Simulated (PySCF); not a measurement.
2-hydroxyethyl prop-2-enoate (C5H8O3), SMILES C=CC(=O)OCCO.

Geometry optimised at PBE0-D3(BJ)/def2-SVP. Other conformers were not sampled.

Method: PySCF with PBE/def2-TZVP.

Gas-phase values at a fixed geometry.

**Question.** Estimate the frontier levels, gap, dipole moment. (Estimate from the structure and the level; the computed values follow.)

**Answer.** 
- highest occupied level = -6.43 eV
- lowest empty level = -2.42 eV
- orbital gap = 4.01 eV
- dipole moment = 2.93 D
- quadrupole, principal values (traceless, Buckingham form, about the centre of nuclear charge) = -9.09, -4.19, 13.29 D·Å
